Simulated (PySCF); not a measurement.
H2Sb, SMILES [SbH2+] (connectivity only; charge and spin as stated), charge +1, multiplicity 1.

Geometry optimised at B3LYP-D3(BJ)/def2-TZVPD. The def2 effective core potentials stand for the cores of Sb; spin–orbit coupling is left out.

Computed with PBE/def2-TZVPD run with PySCF.

| Item | Result |
|---|---|
| total energy | -241.08831 hartree |
| point group | C2v |
| highest occupied level | -13.98 eV |
| lowest empty level | -12.01 eV |
| orbital gap | 1.97 eV |
| dipole moment about the centre of nuclear charge | 0.33 D |
| mean static polarisability | 30.8 bohr³ (4.56 Å³) |
| polarisability, principal values | 24.2, 33.7, 34.3 bohr³ |
